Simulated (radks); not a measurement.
Coherent X-ray form factor from a spherical all-electron density. All-electron calculation, non-relativistic Kohn-Sham, exchange-only B88, spin-polarised, spherical densities, point nucleus. Program: a radial shooting solver on a logarithmic mesh with Libxc functionals.

sin(theta)/lambda (1/angstrom),f0 (electrons)
0.05,1.954
0.1,1.828
0.15,1.647
0.2,1.441
0.25,1.235
0.3,1.044
0.4,0.730
0.5,0.507
0.6,0.355
0.8,0.182
1,0.099
1.25,0.050
1.5,0.028
2,0.010

The species is in the configuration that NIST lists as its ground one. Which atom or ion scatters so?

Answer. Neutral helium, [He]. Extrapolating in s^2 from the first two rows gives f0(0) = 2.0, near the electron count 2; among species with that count, the fall with angle is slower the higher Z, and the table is that of Z = 2; from so few rows the species is fixed only to a neighbour or two.
